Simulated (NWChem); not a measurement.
Molecule: tert-butyl chloride (C$_{4}$H$_{9}$Cl); SMILES CC(C)(C)Cl

Results from NWChem. The geometry was optimised at PBE0/def2-SVP. Level: PBE/def2-SVP with COSMO at NWChem's default radii, gas-phase geometry; rows give the dielectric constant.

For dielectric constant 2.0:

```
Property                                   Result
-----------------------------------------  ------
electrostatic solvation energy (kcal/mol)    -1.1
dipole in solution (D)                       2.24
```

Estimate the same quantities for dielectric constant 20.7.


| Item | Value |
|---|---|
| electrostatic solvation energy (kcal/mol) | -2.3 |
| dipole in solution (D) | 2.62 |
